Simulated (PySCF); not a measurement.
Ga(Me)2(PH2) (C2H8GaP), SMILES [CH3][Ga]([CH3])[PH2].

Geometry optimised at B3LYP-D3(BJ)/def2-SVP. The structure was generated by enumeration; whether it is a known compound was not checked. Other conformers were not sampled.

Two levels are set side by side: PBE/def2-TZVP (PySCF) and PBE0/def2-TZVP (PySCF). Same geometry, gas phase. Differences are taken from unrounded values.

```tsv
quantity	PBE
orbital gap (eV)	4.04
highest occupied level (eV)	-5.76
lowest empty level (eV)	-1.72
dipole moment (D)	1.36
mean polarisability (bohr³)	86.3
```

Problem. These are the PBE values. What does PBE0 give? (Estimate from the structure and the level; the computed values follow.)

Solution. 
```csv
quantity,PBE0,PBE minus PBE0
orbital gap (eV),5.86,-1.83
highest occupied level (eV),-6.80,1.04
lowest empty level (eV),-0.94,-0.78
dipole moment (D),1.42,-0.06
mean polarisability (bohr³),83.3,3.0
```

Without exact exchange PBE keeps part of each electron's self-repulsion, which lifts occupied levels and narrows the gap. PBE's more diffuse valence density responds more strongly to a field. Differences between two approximate levels are no errors against the true value.

Rough cost on one machine, each run with all the roots and properties that it gave: PBE0 against PBE within a factor of 2.
